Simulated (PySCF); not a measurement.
## How methods differ on the excitation energy of Sr

Sr [Kr] 5s2 (1S) → Sr [Kr] 5p2 (3P), as a difference of total energies. Calculation: PySCF 2.14, in x2c-TZVPall; scalar relativity by spin-free X2C-1e. Correlated levels: valence: [Kr] frozen; valence and next inner shell: [Ar] 3d10 frozen. The calculations carry no spin-orbit coupling.

Problem. Order these methods by the excitation energy they give, lowest first.
A. MP2 (valence)
B. LDA
C. SCS-MP2 (valence)
D. MP2 (valence and next inner shell)

Solution. A (4.251 eV), C (4.419 eV), B (4.474 eV), D (4.676 eV).

Errors of the correlated levels include the incompleteness of this basis and the frozen core.

The basis was made for the ground configuration and has no added diffuse functions, so the excitation energy can come out too high.

For comparison: 4.405 eV (measured; NIST levels, between the centres of gravity of the two terms).
